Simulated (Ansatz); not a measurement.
Total energies of HfF4 from Ansatz at PBE-D4/def2-TZVPD, gas phase (1 Eh = 27.2114 eV = 2625.5 kJ/mol). The reference geometry is relaxed at PBE0-D4/def2-SVP.

```
                 state   geometry  energy (Eh)
      charge 0 singlet  reference   -447.58331
     charge -1 doublet  reference   -447.57730
free Hf atom (triplet)          –    -47.87204
 free F atom (doublet)          –    -99.67049
```

In the def2 sets Hf takes a core potential; there is no spin–orbit coupling.

Q: Work out the vertical electron affinity, to the doublet.

A: E(charge 0 singlet) − E(charge -1 doublet) = -447.58331 − (-447.57730) = -0.00601 Eh = -0.16 eV; negative, so the extra electron isn't bound.

Q: What is the binding energy per atom against free atoms?

A: Atoms: 1 × (-47.87204) + 4 × (-99.67049) = -446.55400 Eh. Binding: -446.55400 − (-447.58331) = 1.02931 Eh = 28.01 eV, or 5.60 eV for each of 5 atoms (no zero-point energy, no counterpoise term).

At PBE-D4/def2-TZVPD the highest occupied level of the charge -1 doublet lies above zero (up to 1.95 eV). By energy differences it is unbound by 0.16 eV (vertical, to the charge 0 singlet, at PBE-D4/def2-TZVPD) and held by the finite basis.
